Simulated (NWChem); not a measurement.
System: C$_{2}$H$_{5}$NOSi; SMILES C#C[Si@H](N)O

```xyz
10

C      0.0650     2.5385     0.1460
C      0.0623     1.3384    -0.0595
Si     0.0838    -0.4765    -0.3835
N     -1.4258    -1.0386     0.2106
O      1.3751    -1.2173     0.3537
H      0.0697     3.5993     0.3246
H      0.3388    -0.7294    -1.8239
H     -2.1542    -0.3877     0.4755
H     -1.7877    -1.9607     0.0005
H      1.3641    -1.1999     1.3160
```
Atoms are numbered in this order, from 1.

Computed with NWChem. Pople sets run with spherical d functions. Geometry: optimised at PBE0/def2-SVP. Vzz is the largest principal value of the second derivative of the potential at the nucleus (NWChem prints the opposite sign); η is the asymmetry. Non-relativistic.

| level | Vzz N4 (a.u.) | η N4 | Vzz O5 (a.u.) | η O5 |
|---|---|---|---|---|
| PBE0/6-31G* | -0.885 | 0.30 | 1.343 | 0.56 |
| PBE0/def2-TZVP | -0.867 | 0.33 | 1.360 | 0.54 |
| B3LYP/cc-pVTZ | ___ | 0.32 | 1.392 | 0.53 |
| B3LYP/def2-TZVP | -0.887 | 0.35 | 1.384 | 0.52 |

Problem. What belongs in the gaps?

Solution. 
- B3LYP/cc-pVTZ, Vzz N4 (a.u.): -0.914
